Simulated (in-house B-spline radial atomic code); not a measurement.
Configurations of Mg IX (Mg8+), with energies counted from [He] 2s2. Method: Dirac-Hartree-Fock, average of configuration, Fermi nucleus of rms radius 3.057 fm. Calculated with a B-spline radial code for spherical atoms. Energies include first-order Breit, QED and recoil terms.

```csv
configuration,E - E(ref) (eV),highest orbital,its <r> (bohr)
[He] 2s1 (4p3/2)1,252.38,4p3/2,2.459
[He] 2s1 (5p3/2)1,278.5,5p3/2,3.935
[He] 2s1 (5d5/2)1,279.39,5d5/2,3.792
[He] 2s1 (5g9/2)1,279.83,5g9/2,3.055
[He] 2s1 (6p3/2)1,292.54,6p3/2,5.744
```

Task: Order these further configurations by energy, lowest first.
A. [He] 2s1 (4d5/2)1
B. [He] 2s1 (3d5/2)1
C. [He] 2s1 (4f7/2)1
D. [He] 2s1 (2p3/2)1
E. [He] 2s1 (6f5/2)1

Result: D (18.526 eV), B (199.48 eV), A (254.19 eV), C (254.95 eV), E (293.26 eV).

Task: How far above the reference does [He] 2s1 (6g7/2)1 lie?

Result: 293.3 eV; its least bound orbital is 6g7/2 with <r> = 4.888 bohr.
